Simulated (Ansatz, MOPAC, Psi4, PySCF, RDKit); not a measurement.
Pair of molecules: N2 (SMILES N#N) (first 2 atoms) with C2H6O (SMILES CCO); geometry from B3LYP-D3(BJ)/def2-TZVP, rigid monomers moved along the line of their centres of mass till N2···H11 is 3.34 Å.
(charge 0, multiplicity 1):
```xyz
11

N      1.1442     0.9875    -0.1931
N      0.7713     0.2465     0.5147
C     -1.6701     0.2714     4.6166
C     -0.2151    -0.0914     4.8653
O      0.1360    -1.3625     4.3303
H     -1.9153     1.2287     5.0831
H     -2.3301    -0.4943     5.0270
H     -1.8743     0.3593     3.5463
H      0.4441     0.6906     4.4666
H     -0.0196    -0.1630     5.9363
H      0.0352    -1.3236     3.3731
```

Monomers are frozen at their geometry in the pair; levels with a basis set take the counterpoise correction. Rows marked so take none. RDKit's UFF carries no charges.

Correlated levels freeze the cores. Rows in 6-31G* carry no dispersion term and start afresh at each structure (6-31G* with six Cartesian d functions). MP2/6-31G* freezes PySCF's default core. The state that PM7 reach isn't checked; PM7 holds dispersion and hydrogen-bond terms.

Codes used: Ansatz (Gaussian basis) for Hartree–Fock, density functionals and correlated methods; MOPAC for PM7 (differences of heats of formation); Psi4 for SAPT; PySCF for 6-31G* rows; RDKit for the force fields. 

```tsv
level	interaction energy (meV)
UFF	-14.6
PM7	-66.5
BP86/6-31G* (no counterpoise)	-13.1
PBE0/def2-TZVPPD	-16.8
M06-2X/6-31G* (no counterpoise)	-31.1
wB97M-V/def2-TZVPPD	-25.4
MP2/6-31G* (no counterpoise)	…
CCSD(T)/aug-cc-pVDZ	-25.8
SAPT0/jun-cc-pV(D+d)Z	…
```

Question: Some entries are withheld; supply them.

Answer: 
- MP2/6-31G* (no counterpoise), interaction energy (meV): -34.7
- SAPT0/jun-cc-pV(D+d)Z, interaction energy (meV): -23.6

Ansatz is an electronic-structure program.
